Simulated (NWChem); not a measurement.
System: MgN$_{2}$H$_{4}$; SMILES [NH2][Mg][NH2]

```xyz
7

Mg     0.0000     0.0000     0.0000
N      0.0000     1.8919     0.0000
H      0.5784     2.4983    -0.5744
H     -0.5784     2.4983     0.5744
N      0.0000    -1.8919     0.0000
H     -0.5784    -2.4983    -0.5744
H      0.5784    -2.4983     0.5744
```
Atoms are numbered in this order, from 1.

Program: NWChem. Pople sets run with spherical d functions. Structure relaxed at the PBE0/def2-SVP level.

For level TPSS/3-21G:

| Property | Result |
|---|---|
| highest occupied level (eV) | -4.13 |
| orbital gap (eV) | 3.33 |

Estimate the same quantities for level TPSS/6-31G*.


- highest occupied level (eV) = -4.47
- orbital gap (eV) = 3.51
